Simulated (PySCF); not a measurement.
tosylate (C7H7O3S), SMILES Cc1ccc(S(=O)(=O)[O-])cc1, charge -1.

Geometry optimised at PBE0-D3(BJ)/def2-SVPD. One conformer was computed; it need not be the lowest.

Two levels are set side by side: PBE/def2-SVPD (PySCF) and HF/def2-SVPD (PySCF). Same geometry, gas phase. Differences are taken from unrounded values.

| quantity | HF |
|---|---|
| orbital gap (eV) | 10.59 |
| highest occupied level (eV) | -5.75 |
| lowest empty level (eV) | 4.84 |

Q: What does PBE give, and how far is it from HF? (The exact figures need the calculation; the answer reports its results.)

A: 
```
quantity                       PBE  PBE minus HF
---------------------------  -----  ------------
orbital gap (eV)              3.01         -7.57
highest occupied level (eV)  -1.06          4.69
lowest empty level (eV)       1.95         -2.88
```

Without exact exchange PBE keeps part of each electron's self-repulsion, which lifts occupied levels and narrows the gap. Differences between two approximate levels are no errors against the true value.

Rough cost on one machine, each run with all the roots and properties that it gave: HF against PBE about 1/6.
